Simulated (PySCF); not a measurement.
BeH₂OS, SMILES [Be]([SH])[OH]. Heavy atoms are numbered as in [Be:1]([OH:2])[SH:4]. Hydrogens are named by the atom that carries them.

Geometry optimised at PBE0-D3(BJ)/def2-TZVP. Other conformers were not sampled.

These are PySCF with CAM-B3LYP/def2-TZVPD values and carry that method's errors.

Mulliken values depend strongly on the basis, most of all with diffuse functions as here. ESP charges are fitted to the potential on shells at 1.4 to 2.0 van der Waals radii. Atomic charges (e), one atom of each kind:

| atom | Mulliken | ESP fit |
|---|---|---|
| Be1 | -0.01 | [?] |
| O2 (OH) | -0.18 | -0.71 |
| H on O2 | 0.32 | [?] |
| S4 (SH) | -0.23 | [?] |
| H on S4 | 0.10 | 0.14 |

Problem. Fill in the missing entries. (Estimate from the structure and the level; the computed values follow.)

Solution. 
- Be1, ESP fit: 0.60
- H on O2, ESP fit: 0.37
- S4 (SH), ESP fit: -0.40
